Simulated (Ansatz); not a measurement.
Ansatz (a program for electronic structure) input for F4Sn, SMILES [F][Sn]([F])([F])[F] (connectivity only; charge and spin as stated), charge +1, multiplicity 2, CAM-B3LYP/def2-SVPD. Geometry: PBE0-D3(BJ)/def2-SVP. The spin state was assumed, not searched. The isomer is the one that the SMILES or the coordinates give; other isomers of the formula were not compared. The def2 effective core potentials stand for the cores of Sn; spin–orbit coupling is left out.

Ansatz 0.2 input:
```yaml
crystal:
  periodic: [false, false, false]
  atoms:
    - {symbol: F, position_ang: [-1.01408968, -0.00000001, 1.54754860]}
    - {symbol: Sn, position_ang: [0.00000000, 0.00000000, -0.18711470]}
    - {symbol: F, position_ang: [-0.00000000, 1.67022028, -1.02778556]}
    - {symbol: F, position_ang: [1.01408967, 0.00000000, 1.54754861]}
    - {symbol: F, position_ang: [0.00000001, -1.67022028, -1.02778556]}
basis:
  gaussian:
    orbitals: def2-SVPD
hamiltonian:
  xc: {name: CAM-B3LYP}
total_charge: 1
magnetization: {spin_polarized: true, initial_magnetization: 1}
```

Program output:

```
WARN ansatz: RAYON_NUM_THREADS=1 ignored (pool sized by the plan → 1); use --threads N
Functional definition: CAM-B3LYP
integrals: 0.07 GiB planned
1142 factors; their error is unknown
integrals: 0.10 GiB planned
391 factors; integrals over basis functions are off by at most 2.7e-5 eV
mean field: 0.96 GiB planned
mean field evaluation 1: about -16664.3834 eV, gradient 6.1e1 eV
mean field evaluation 2: about -16643.8322 eV, gradient 1.0e2 eV
mean field evaluation 4: about -16676.5478 eV, gradient 3.9e0 eV
mean field evaluation 8: about -16676.5940 eV, gradient 4.5e-2 eV
mean field evaluation 16: about -16676.7015 eV, gradient 9.9e-4 eV
mean field -16676.70148108 eV, -612.8574755553 hartree, gradient 7.7e-5 eV, S^2 0.758747; 1 other end points of the search recorded, 0 dependent functions left out
reference -16676.70162049 eV, -612.8574806788 hartree; 29, 28 occupied and 95, 96 virtual orbitals, 1142 factors
Total energy: -16676.70162049 eV, -612.8574806788 hartree
```

Self-consistency was reached.

Cost: about 8 core-seconds (a rough figure).
